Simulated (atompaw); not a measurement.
## Scattering properties, PAW (atompaw) potential for tantalum

| Item | Value |
| --- | --- |
| Element | tantalum |
| Generator | atompaw 4.2.0.5 |
| Type | PAW |
| Functional | PBE |
| Relativity | scalar-relativistic |
| Frozen core | [Xe] 4f14 |
| Valence charge | 5 |
| Reference configuration | 5d4 6s1 6p0 |
| Partial waves | 6s (bound); 6s channel at 0.85 Ry; 6p (bound, empty); 6p channel at 0.85 Ry; 5d (bound); 5d channel at 0.15 Ry |
| Local potential | ultrasoft scheme with l = 3 at 0 Ry, radius 2.65 bohr |
| Core correction | smooth core density matched at 2.90 bohr |
| Augmentation charge | besselshape compensation charge, radius 2.50 bohr; PAW radius 3.00 bohr; waves and projectors: bloechl |

The phase is arctan(r·u′/u) with u = r·R(r), unwrapped; energies in Ry, scanned from -2 to 5 Ry. A pole is an energy at which the radial function vanishes at the test radius. The pseudo phase is shifted by a multiple of π to meet the all-electron one at the reference energy, and phase errors are pseudo minus all-electron; the curves can meet again beyond the range given. Levels narrower than the energy grid can be missing from the lists of poles. Where the grid stepped over a known ghost or core level, its pole and its step of π were put in at the level’s energy.

```tsv
channel	radius (bohr)	reference energy (Ry)	poles, all-electron	poles, pseudo	unbroken range about the reference energy with phases within 0.05 rad	phase error 1 Ry above the reference energy (rad)
s	3.02	-0.36	1.24	-0.63, 1.24	-0.6 to 3.3	+0.000
p	3.02	-0.09	2.53	-0.95, 2.61	-0.9 to 4.1	+0.000
d	3.02	-0.19	0.23, 4.84	0.23, 1.88	below 1.2	-0.005
```

Note: ghost states, extra bound levels that the all-electron valence spectrum of the same l lacks: p at -13.1 eV, s at -8.5 eV. A true bound ghost makes a file unfit for plane-wave use.

Phases in the s channel:

```csv
E (Ry),all-electron,pseudo
-2.00,1.267,4.405
-1.76,1.232,4.370
-1.52,1.185,4.322
-1.28,1.115,4.251
-1.04,1.001,4.136
-0.80,0.791,3.922
-0.56,0.348,0.359
-0.32,-0.406,-0.405
-0.08,-0.964,-0.963
0.16,-1.230,-1.229
0.40,-1.368,-1.367
0.64,-1.452,-1.452
0.88,-1.509,-1.509
1.12,-1.553,-1.552
1.36,-1.588,-1.587
1.60,-1.618,-1.617
1.84,-1.647,-1.645
2.08,-1.674,-1.671
2.32,-1.703,-1.698
2.56,-1.736,-1.726
2.80,-1.773,-1.759
3.04,-1.821,-1.796
3.28,-1.885,-1.843
3.52,-1.981,-1.905
3.76,-2.140,-1.992
4.00,-2.443,-2.125
4.24,-3.033,-2.348
4.48,-3.713,-2.741
4.72,-4.103,-3.313
4.96,-4.299,-3.804
```
